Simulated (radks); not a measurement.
Question: Ionisation of the potassium ion K2+, [Ne] 3s2 3p5, to [Ne] 3s2 3p4 as the strength of local exchange is varied. All-electron calculation, non-relativistic Kohn-Sham, Slater X-alpha exchange (alpha = 2/3 is LDA exchange), no correlation, spin-polarised, spherical densities, point nucleus; open shells are filled with parallel spins first. Program: a radial shooting solver on a logarithmic mesh with Libxc functionals.

| alpha | E(K2+) (hartree) | exchange (hartree) | IE (eV) | -e of the level emptied (eV) | <r> of it (bohr) |
|---|---|---|---|---|---|
| 0.667 | -595.47044 | -29.60075 | 44.120 | 36.973 (3p) | 1.367 |
| 0.709 | -597.33670 | -31.54375 | 44.915 | 37.761 (3p) | 1.358 |
| 0.753 | -599.29685 | -33.58930 | 45.755 | 38.596 (3p) | 1.349 |
| 0.8 | -601.39632 | -35.78564 | 46.661 | 39.498 (3p) | 1.340 |
| 0.817 | -602.15715 | -36.58294 | 46.992 | 39.826 (3p) | 1.337 |
| 0.98 | -609.49107 | -44.30531 | 50.219 | 43.047 (3p) | 1.306 |
| ? | -595.07114 | -29.18561 | 43.951 | 36.805 (3p) | 1.369 |

Which alpha was used in the last row?

Answer: alpha = 0.658. NIST Atomic Spectra Database: 45.803 eV (semi-empirical). The Delta-SCF value meets it near alpha = 0.76. Open shells are spherical and high-spin; term and fine-structure splittings are not resolved.
